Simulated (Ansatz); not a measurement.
Cost and result for the atomization energy of C2H4BClO2, SMILES `CC(=O)OBCl` (10 atoms, 9 bonds).

```json
{"atom": "C1", "x (Å)": "0.635", "y (Å)": "0.822", "z (Å)": "1.310"}
{"atom": "C2", "x (Å)": "0.356", "y (Å)": "0.499", "z (Å)": "-0.118"}
{"atom": "O3", "x (Å)": "0.906", "y (Å)": "0.951", "z (Å)": "-1.072"}
{"atom": "O4", "x (Å)": "-0.687", "y (Å)": "-0.400", "z (Å)": "-0.218"}
{"atom": "B5", "x (Å)": "-0.870", "y (Å)": "-1.175", "z (Å)": "-1.321"}
{"atom": "Cl6", "x (Å)": "-2.339", "y (Å)": "-2.114", "z (Å)": "-1.385"}
{"atom": "H7", "x (Å)": "0.889", "y (Å)": "-0.092", "z (Å)": "1.851"}
{"atom": "H8", "x (Å)": "-0.267", "y (Å)": "1.226", "z (Å)": "1.772"}
{"atom": "H9", "x (Å)": "1.448", "y (Å)": "1.540", "z (Å)": "1.375"}
{"atom": "H10", "x (Å)": "-0.071", "y (Å)": "-1.257", "z (Å)": "-2.194"}
```

Charge 0, multiplicity 1. The geometry is a stationary point of PBE0-D4/def2-TZVP. It is one conformer, not always the lowest. Program: Ansatz. All runs use 4 threads of a server CPU on a shared host. Times are those of one run each, without the atoms' runs, and a repeat can differ threefold. Electronic energies, without spin–orbit coupling; frozen cores. CCSD(T)/CBS adds CCSD(T) − MP2 in def2-TZVPP to the MP2 limit, and its time is that of the two runs behind it. T1 = 0.014. HSE06 is the plane-wave form, built on full-range PBE exchange.

CCSD(T)/CBS is a level of theory with its own doubt, some kJ/mol a heavy atom from the limit and from the frozen cores, so smaller differences don't rank the functionals.

```
                             level  functions  wall time
                BLYP-D4/def2-TZVPP        253      1.4 s
   PBE-D4/def2-TZVPP (with forces)        253      1.8 s
                PBE0-D4/def2-TZVPP        253        2 s
               HSE06-D4/def2-TZVPP        253      2.3 s
               BHLYP-D4/def2-TZVPP        253      2.3 s
           CAM-B3LYP-D4/def2-TZVPP        253      2.7 s
r2SCAN-D4/def2-TZVPP (with forces)        253      2.8 s
             r2SCANh-D4/def2-TZVPP        253      3.2 s
                  CCSD(T)/def2-SVP        108      4.5 s
  ωB97M-V/def2-TZVPP (with forces)        253        7 s
                    MP2/def2-QZVPP        475       16 s
                CCSD(T)/def2-TZVPP        253       97 s
                 CCSD(T)/CBS(def2)          –      110 s
```

(1) What atomization energy does each give, and how far from CCSD(T)/CBS? (Estimate.)

Results:

(1) Ansatz gave: 
```
                             level  atomization (kcal/mol)  difference from CCSD(T)/CBS  per bond
                BLYP-D4/def2-TZVPP                  1017.5                          6.4       0.7
   PBE-D4/def2-TZVPP (with forces)                  1048.7                         37.6       4.2
                PBE0-D4/def2-TZVPP                  1021.7                         10.6       1.2
               HSE06-D4/def2-TZVPP                  1022.7                         11.6       1.3
               BHLYP-D4/def2-TZVPP                   974.7                        -36.4      -4.0
           CAM-B3LYP-D4/def2-TZVPP                  1019.1                          8.0       0.9
r2SCAN-D4/def2-TZVPP (with forces)                  1023.7                         12.6       1.4
             r2SCANh-D4/def2-TZVPP                  1014.3                          3.2       0.4
                  CCSD(T)/def2-SVP                   970.3                        -40.8      -4.5
  ωB97M-V/def2-TZVPP (with forces)                  1019.8                          8.7       1.0
                    MP2/def2-QZVPP                  1033.6                         22.5       2.5
                CCSD(T)/def2-TZVPP                   985.7                        -25.4      -2.8
                 CCSD(T)/CBS(def2)                  1011.1                          0.0       0.0
```

Leaving LDA and LC-ωPBE aside and taking each functional with its dispersion term where it has one, the values spread over 74.0 kcal/mol, from BHLYP-D4 to PBE-D4. LDA lies +138.6 kcal/mol from PBE without D4, its usual overbinding. From BLYP to BHLYP (50 % exact exchange), in def2-TZVPP and without D4, the atomization energy moves by −37.8 kcal/mol: exact exchange takes away binding that semilocal exchange gives to molecules. The D4 term adds +7.3 kcal/mol with B3LYP and +3.8 kcal/mol with PBE0; it sums over pairs of atoms, weighted by their polarisabilities, and B3LYP, whose exchange is more repulsive, gets the larger term.

B3LYP here is the variant with VWN-RPA as its local correlation; programs differ in this.
